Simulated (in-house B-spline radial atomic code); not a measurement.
Results of a calculation; reference values are marked as such.
## Softness against transferability: the 3p channel of Si

Si, [Ne] 3s2 3p2, non-relativistic PBE, spherical and spin-unpolarised, from a B-spline radial code for spherical atoms (atomic units). The all-electron 3p level is ε = -0.150317 hartree, its outermost node lies just inside 0.72 bohr and its outer maximum at 2.14 bohr.

Troullier-Martins pseudo-orbitals are made for several radii. The cutoffs (hartree) are the plane-wave energies beyond which the orbital holds less than the named kinetic energy per electron. The phase error is the difference, pseudo minus all-electron, of arctan(R P'/P) at R = 3.3 bohr for all radii, half a hartree below and above the level.

| r_c (bohr) | V_l(0) (hartree) | cutoff for 10 mEh | for 1 mEh | for 0.1 mEh | phase error at ε − 0.5 (mrad) | at ε + 0.5 (mrad) |
| --- | --- | --- | --- | --- | --- | --- |
| 1.61 | -2.99 | 2.16 | 11.7 | 20.7 | -0.2 | -3.3 |
| 1.86 | -1.13 | 2.16 | 3.18 | 7.84 | -0.2 | -2.3 |
| 2.14 | -0.99 | 2.16 | 3.28 | 8.32 | -0.2 | -2.2 |
| 2.42 | -1.14 | 2.16 | 3.18 | 7.07 | -0.2 | -2.9 |
| 2.7 | -1.25 | 2.16 | 3.18 | 4.26 | -0.3 | -4.2 |
| 3.0 | -1.31 | 2.16 | 3.28 | 4.15 | -0.5 | -5.5 |

Q: Which radius needs the lowest cutoff for 0.1 mEh while both phase errors stay within 3.4 mrad?

A: The radii within that limit are 1.61, 1.86, 2.14, 2.42 bohr; of these r_c = 2.42 needs the least, 7.07 hartree, that is 14.1 Ry or 192 eV.

Q: What does the larger radius buy, and what does it cost?

A: From r_c = 1.61 to 3.0 bohr the cutoff for 1 mEh goes from 11.7 to 3.28 hartree, a factor of 3.57, against 3.47 for a pure 1/r_c² scaling, end to end; step by step it is 11.7, 3.18, 3.28, 3.18, 3.18, 3.28, and for 0.1 mEh 20.7, 7.84, 8.32, 7.07, 4.26, 4.15; the number of plane waves goes as the cutoff to the power 3/2, here a factor of 6.7. The larger of the two phase errors is least at r_c = 2.14 bohr, 2.2 mrad; it is 3.3 at the smallest radius and 5.5 at the largest. These errors test the reference atom alone. Large radii also let the cores of neighbours overlap, which an atom doesn't show.
